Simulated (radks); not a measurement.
Species: the helium ion He+. Configuration: 1s1 (the NIST ground configuration).

All-electron calculation, scalar-relativistic Kohn-Sham, PBE, spin-unpolarised, spherical densities, point nucleus; without spin polarisation the odd electron is poorly described. Program: a radial shooting solver on a logarithmic mesh with Libxc functionals.

Energy parts (eV):
| part | energy |
|---|---|
| total | -51.760 |
| kinetic | 51.371 |
| electron-nucleus | -105.716 |
| Hartree | 16.359 |
| exchange-correlation | -13.774 |

Orbitals (lengths in bohr, moments of r in powers of bohr; <r^-3> diverges for s and p1/2; r(90%) holds 90 % of the orbital's charge):
| orbital | occ. | eigenvalue (eV) | r(90%) | <r^-3> |
|---|---|---|---|---|
| 1s | 1 | -39.1300 | 1.41 | - |

The highest occupied level is 1s at -39.130 eV. Summed over all electrons, <r^2> = 0.8306 bohr^2, which gives a Langevin (diamagnetic) susceptibility term of -0.658 x 10^-6 cm^3/mol. For comparison, the ionisation energy in NIST's Atomic Spectra Database is 54.418 eV (theoretical). In exact Kohn-Sham theory the highest level is minus the ionisation energy, but local and semilocal functionals leave it too shallow, through self-interaction and a potential that decays too fast; potentials with the right tail come closer. The density falls to 0.001 e/bohr^3 at r = 2.03 bohr.
